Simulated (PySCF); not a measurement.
Compound: C6H13FOS.
Numbering: `[CH3:1][CH2:2][CH:3]([CH2:4][CH3:5])[S@@:6](=[O:7])[CH2:8][F:9]` (hydrogens: H10, H11, H12 on C1; H13, H14 on C2; H15 on C3; H16, H17 on C4; H18, H19, H20 on C5; H21, H22 on C8)

The calculation used PBE0-D3(BJ)/def2-SVP geometry optimisation, gas phase (PySCF 2.14.0).

Task: What internal coordinates does the optimisation give?

Result: 
```
                  bond  length (Å)   order
                 C1–C2       1.520  single
                 C2–C3       1.526  single
                 C3–C4       1.522  single
                 C4–C5       1.521  single
                 C3–S6       1.854  single
                 S6=O7       1.506  double
                 S6–C8       1.840  single
                 C8–F9       1.357  single
C1–H10, C1–H11, C1–H12       1.101  single
                C2–H13       1.105  single
                C2–H14       1.102  single
                C3–H15       1.105  single
                C4–H16       1.102  single
                C4–H17       1.101  single
C5–H18, C5–H19, C5–H20       1.101  single
                C8–H21       1.101  single
                C8–H22       1.103  single
```

Bonds in one row agree within 0.01 Å and their mean is given. Orders are formal, as drawn. A selection of angles:
```
   angle  degrees
C1–C2–C3    113.8
C2–C3–C4    114.2
C2–C3–S6    107.2
C4–C3–S6    109.2
C3–C4–C5    113.4
C3–S6–O7    108.2
C3–S6–C8     96.8
O7–S6–C8    103.1
S6–C8–F9    111.3
```

Torsions: C1–C2–C3–C4 -166° (antiperiplanar); C2–C3–C4–C5 72° (synclinal); C2–C3–S6–O7 99° (anticlinal); C3–S6–C8–F9 63° (synclinal).

Of the pairs four or more bonds apart, H16···H22 is among the closest relative to their van der Waals radii: 2.16 Å, 90 % of the sum of Bondi's values. S6 (sulfinyl sulfur) is pyramidal (angles 108.2°, 103.1° and 96.8°, sum 308.1°, 0.73 Å off the plane of its three neighbours).

Point group: C1 (no symmetry element, even within 0.4 Å). No PBE0-D3(BJ)/def2-SVP frequencies stand behind this structure, so it isn't proved a minimum. One conformer, not necessarily the lowest.

Time: 3.4 min; peak memory 0.87 GiB. Hardware: one thread of an Arm Neoverse V1, shared host with 32 logical CPUs at a one-minute load of 12. This is the geometry optimisation.
